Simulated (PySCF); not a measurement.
A geometry optimisation on `FC1=C[Si@H](C2CCCC2)C=C1`.

Method: PBE0-D3(BJ)/def2-SVP geometry optimisation, gas phase (PySCF 2.14.0). Start geometry: GFN2-xTB. The input is one job of a driver script: a line of settings, then coordinates in Å.

Input:
```
{"job": {"xc": "PBE0", "basis": "def2-SVP", "d3": "d3bj", "grid": 1, "kind": "geom"}, "charge": 0, "multiplicity": 1}
F      4.233166    -1.924375    -1.110207
C      3.292044    -1.085006    -0.627918
C      2.277971    -1.478671     0.143587
Si     1.268983     0.054580     0.559059
C     -0.519783     0.018566    -0.075453
C     -1.274876     1.333645     0.114797
C     -2.747161     0.952505    -0.082771
C     -2.842326    -0.544263     0.272004
C     -1.421801    -0.970501     0.662203
C      2.447784     1.105898    -0.478548
C      3.404560     0.319780    -0.980142
H      2.148605    -2.503171     0.440163
H      1.343166     0.393917     1.985631
H     -0.537811    -0.233393    -1.140867
H     -0.949162     2.105922    -0.580013
H     -1.118770     1.702404     1.129643
H     -3.040725     1.114652    -1.120106
H     -3.400852     1.558238     0.543507
H     -3.546804    -0.722765     1.083310
H     -3.181037    -1.116741    -0.591777
H     -1.281894    -0.861769     1.738783
H     -1.211276    -2.004763     0.395767
H      2.423613     2.165649    -0.664964
H      4.222651     0.639426    -1.608133
```

Estimate the output.

```
step   0  E = -739.05786110  max force = 0.022555
step   1  E = -739.06151358  max force = 0.003892
step   2  E = -739.06188023  max force = 0.001771
step   3  E = -739.06190417  max force = 0.002018
step   4  E = -739.06197178  max force = 0.000491
step   5  E = -739.06198480  max force = 0.000664
step   6  E = -739.06199673  max force = 0.000584
step   7  E = -739.06199448  max force = 0.000421
step   8  E = -739.06198916  max force = 0.000214
step   9  E = -739.06198525  max force = 0.000268
step  10  E = -739.06198582  max force = 0.000256
optimisation converged
```

Energies in Eh; «max force» is the largest Cartesian gradient component in Eh/bohr.

Give the first gradient maximum in eV/Å.

With 1 Eh/bohr = 51.422 eV/Å, 1.160 eV/Å.

How much energy does the optimisation release, in eV?

E(step 0) − E(last step) = 0.004125 Eh, which is 0.112 eV.

Main results: final energy -739.06199 Eh after 10 steps; dipole 1.76 D.

The run took about 8 min of CPU time (one thread, shared machine).
Labels such as C1 count atoms from 1, the log's own numbers from 0.
